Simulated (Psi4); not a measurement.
C3H11AlSi, singlet, at a GFN2-xTB geometry (such geometries of metal compounds can be far from the true shape); HF/def2-TZVPD (Psi4 1.11).

Input for Psi4:
```
memory 2 GB

molecule mol {
0 1
Al   -1.813764    1.071997   -0.257674
H    -2.941773    1.585030    0.705137
H    -2.139964    1.450912   -1.744626
Si    0.257792   -0.164863    0.164978
C     0.204004   -1.930810    0.936530
C     1.732133    0.748602    1.008520
C     0.728251   -0.380233   -1.696038
H     1.154586   -2.447234    0.834646
H    -0.034036   -1.887932    1.995207
H    -0.556589   -2.539914    0.455239
H     1.541050    0.906378    2.065956
H     1.889840    1.724191    0.556032
H     2.660348    0.190193    0.922790
H     0.664796    0.584710   -2.197716
H     0.020009   -1.043882   -2.186912
H     1.725252   -0.775690   -1.859760
}

set {
  basis def2-tzvpd
  reference rhf
}

energy('scf')
print_variables()
```

### Question
What does Psi4 print? Leave out banner, timings and long lists.

### Answer

```
   => Loading Basis Set <=

    Name: DEF2-TZVPD
    Role: ORBITAL
    Keyword: BASIS

         ---------------------------------------------------------
                                   SCF
               by Justin Turney, Rob Parrish, Andy Simmonett
                          and Daniel G. A. Smith
                              RHF Reference
         ---------------------------------------------------------

  ==> Geometry <==

    Molecular point group: c1
    Full point group: C1

    Geometry (in Angstrom), charge = 0, multiplicity = 1:

       Center              X                  Y                   Z               Mass
    ------------   -----------------  -----------------  -----------------  -----------------
         AL          -1.757528073835     1.039740431968    -0.259572394627    26.981538530000
         H           -2.885537073835     1.552773431968     0.703238605373     1.007825032230
         H           -2.083728073835     1.418655431968    -1.746524394627     1.007825032230
         SI           0.314027926165    -0.197119568032     0.163079605373    27.976926534650
         C            0.260239926165    -1.963066568032     0.934631605373    12.000000000000
         C            1.788368926165     0.716345431968     1.006621605373    12.000000000000
         C            0.784486926165    -0.412489568032    -1.697936394627    12.000000000000
         H            1.210821926165    -2.479490568032     0.832747605373     1.007825032230
         H            0.022199926165    -1.920188568032     1.993308605373     1.007825032230
         H           -0.500353073835    -2.572170568032     0.453340605373     1.007825032230
         H            1.597285926165     0.874121431968     2.064057605373     1.007825032230
         H            1.946075926165     1.691934431968     0.554133605373     1.007825032230
         H            2.716583926165     0.157936431968     0.920891605373     1.007825032230
         H            0.721031926165     0.552453431968    -2.199614394627     1.007825032230
         H            0.076244926165    -1.076138568032    -2.188810394627     1.007825032230
         H            1.781487926165    -0.807946568032    -1.861658394627     1.007825032230

  Running in c1 symmetry.

  Rotational constants: A =      0.10576  B =      0.05967  C =      0.05925 [cm^-1]
  Rotational constants: A =   3170.67830  B =   1788.81695  C =   1776.22059 [MHz]
  Nuclear repulsion =  271.539327003221047

  Charge       = 0
[...]

  ==> Iterations <==

                           Total Energy        Delta E     RMS |[F,P]|

   @DF-RHF iter SAD:  -649.76058470970997   -6.49761e+02   0.00000e+00
   @DF-RHF iter   1:  -650.70066032536067   -9.40076e-01   2.06238e-03 ADIIS/DIIS
   @DF-RHF iter   2:  -650.87900618007461   -1.78346e-01   9.00577e-04 ADIIS/DIIS
   @DF-RHF iter   3:  -650.91719963565970   -3.81935e-02   1.57521e-04 ADIIS/DIIS
   @DF-RHF iter   4:  -650.91999668706899   -2.79705e-03   3.17219e-05 DIIS
   @DF-RHF iter   5:  -650.92009855441904   -1.01867e-04   7.01521e-06 DIIS
   @DF-RHF iter   6:  -650.92010403877453   -5.48436e-06   1.22091e-06 DIIS
   @DF-RHF iter   7:  -650.92010423484101   -1.96066e-07   3.89251e-07 DIIS
  Energy and wave function converged.

  ==> Post-Iterations <==

    Orbital Energies [Eh]
    ---------------------

    Doubly Occupied:

[...]
      28A     -0.351442

    Virtual:

[...]
     296A     23.620028

    Final Occupation by Irrep:
              A
    DOCC [    28 ]
    NA   [    28 ]
    NB   [    28 ]

  @DF-RHF Final Energy:  -650.92010423484101

   => Energetics <=

    Nuclear Repulsion Energy =            271.5393270032210467
    One-Electron Energy =               -1439.1647739325994735
    Two-Electron Energy =                 516.7053426945375350
    Total Energy =                       -650.9201042348410056

Computation Completed

Properties will be evaluated at   0.000000,   0.000000,   0.000000 [a0]

Properties computed using the SCF density matrix

 Multipole Moments:

 ------------------------------------------------------------------------------------
     Multipole            Electronic (a.u.)      Nuclear  (a.u.)        Total (a.u.)
 ------------------------------------------------------------------------------------

 L = 1.  Multiply by 2.5417464519 to convert [e a0] to [Debye]
 Dipole X            :         -5.6596724            5.9511536            0.2914812
 Dipole Y            :          3.2283295           -3.4135499           -0.1852204
 Dipole Z            :          0.4135264           -0.2009064            0.2126200
 Magnitude           :                                                    0.4055553

 ------------------------------------------------------------------------------------

  Variable Map:
  ----------------------------------------------------------------------------
[...]
  Array Variable Map:
  ----------------------------------------------------------------------------
[...]
[...]
```
